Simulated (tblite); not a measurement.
Species: C4H6ClF3OSi.
Numbering: `[F:1][C:2]([F:3])([F:4])[C@@H:5]1[O:6][SiH2:7][CH2:8][C@H:9]1[Cl:10]` (hydrogens: H11 on C5; H12, H13 on Si7; H14, H15 on C8; H16 on C9)

Cartesian coordinates in Å at the GFN2-xTB level; atoms count from 1:
```xyz
16
C4H6ClF3OSi angstrom
F      2.9083    0.4204   -0.0576
C      1.8291   -0.2770    0.3006
F      2.2242   -1.5515    0.4525
F      1.4700    0.1588    1.5142
C      0.6996   -0.1528   -0.7295
O      0.3247    1.1755   -0.8188
Si    -1.0348    1.5824    0.0236
C     -1.3591   -0.1990    0.6348
C     -0.5037   -1.0154   -0.3185
Cl    -1.4349   -1.3539   -1.8038
H      1.1197   -0.4758   -1.6916
H     -0.6698    2.4820    1.1062
H     -1.9956    2.0721   -0.9518
H     -2.3928   -0.5307    0.5985
H     -1.0067   -0.3427    1.6559
H     -0.1859   -1.9835    0.0738
```

Method: GFN2-xTB as coded in tblite; computed harmonic values from a numerical Hessian at the method's own geometry, unscaled. This tight-binding method is rough: wavenumbers can miss measured ones by several per cent, in bad cases by 10 to 20. Modes of hydrogen on silicon can be 10 to 20 % off. One conformer, not necessarily the lowest.

Harmonic wavenumbers (cm⁻¹): 39.1, 65.5, 81.0, 153.1, 207.6, 251.6, 282.4, 333.1, 369.0, 447.3, 468.8, 492.4, 520.8, 577.5, 615.0, 663.0, 678.3, 714.7, 765.8, 776.9, 788.9, 817.1, 845.4, 947.2, 1048.5, 1071.6, 1086.1, 1108.0, 1149.6, 1167.7, 1186.2, 1215.2, 1252.9, 1257.4, 1279.1, 1464.9, 2347.6, 2358.3, 2915.7, 2959.6, 2997.0, 3037.7.

A = 1416, B = 804.1, C = 643.0 MHz; mass 189.983 u (most abundant isotopes); point group C1, symmetry number 1.

Q: What is the zero-point energy?

A: ½Σν̃ = 21402 cm⁻¹ = 61.19 kcal/mol.

Q: Give the ideal-gas entropy at 273.15 K and 1 bar in the rigid-rotor, harmonic-oscillator model (classical rotation).

A: Translation 41.22, rotation 30.20, vibration 27.44: S = 98.9 cal/(mol K).

Q: And Cp and H(273.15 K) − H(0)?

A: Cp = 37.71 cal/(mol K), of which vibrations give 29.77 (their classical limit is 42 R = 83.5); H(273.15 K) − H(0) = 6.14 kcal/mol without the zero-point energy, 3.97 from vibrations.

Q: Blend soft modes into free rotors: weight 1/[1 + (100 cm⁻¹/ν̃)⁴] for the oscillator and the rest for a rotor with moment μB/(μ + B), μ = h/(8π²ν), B = 10⁻⁴⁴ kg m². What vibrational entropy results?

A: 24.78 cal/(mol K) in place of 27.44, which changes −T·S at 273.15 K by +0.73 kcal/mol.

Q: Which modes carry the vibrational entropy at 273.15 K?

A: 39.1 cm⁻¹: 5.13; 65.5 cm⁻¹: 4.11; 81.0 cm⁻¹: 3.69; 153.1 cm⁻¹: 2.47; 207.6 cm⁻¹: 1.91; 251.6 cm⁻¹: 1.57 cal/(mol K); the other 36 give 8.57 together.

Hindered rotation and anharmonicity are outside this model. Other conformers, if any are populated, would add a mixing term that is left out. The structure is chiral; the term R ln 2 for an equal mix with its mirror image is left out.

Time: 0.59 s. Hardware: one thread, Arm Neoverse V2 (aarch64), shared host with 96 logical CPUs at a one-minute load of 31. The figure is for the frequency step alone.
